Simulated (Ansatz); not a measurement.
Start from `[CH3][In]([Cl])[Cl]` and change one element to get `[CH3][Ga]([Cl])[Cl]`.

Ansatz, PBE0-D4/def2-TZVP geometries, multiplicity 1. 

Elements past krypton have def2 core potentials. Scalar relativity is left out up to krypton.

| property | `[CH3][In]([Cl])[Cl]` |
| --- | --- |
| HOMO energy (PBE/def2-TZVPP) / eV | -7.24 |
| HOMO energy (PBE0/def2-TZVPP) / eV | -8.53 |
| size of the dipole moment (PBE/def2-TZVPP) / D | 3.62 |
| LUMO energy (ωB97M-V/def2-TZVPP) / eV | 0.05 |
| LUMO energy (PBE/def2-TZVPP) / eV | -2.50 |
| LUMO energy (B3LYP/def2-TZVPP) / eV | -1.94 |

(1) What does the change do to each property? (An estimate is asked.)

## Answers

(1) The calculation gave: 
| property | `[CH3][Ga]([Cl])[Cl]` | shift |
| --- | --- | --- |
| HOMO energy (PBE/def2-TZVPP) / eV | -7.46 | -0.22 |
| HOMO energy (PBE0/def2-TZVPP) / eV | -8.79 | -0.26 |
| size of the dipole moment (PBE/def2-TZVPP) / D | 2.71 | -0.91 |
| LUMO energy (ωB97M-V/def2-TZVPP) / eV | 0.55 | 0.50 |
| LUMO energy (PBE/def2-TZVPP) / eV | -1.98 | 0.52 |
| LUMO energy (B3LYP/def2-TZVPP) / eV | -1.46 | 0.48 |

With PBE0 the HOMO falls by 0.26 eV and the LUMO rises by 0.43 eV, so the gap widens by about 0.69 eV. PBE moves the HOMO by -0.22 eV and ωB97M-V by -0.28 eV. Dipoles are sizes alone; their direction can turn.

B3LYP here is the variant with VWN-RPA as its local correlation; programs differ in this.
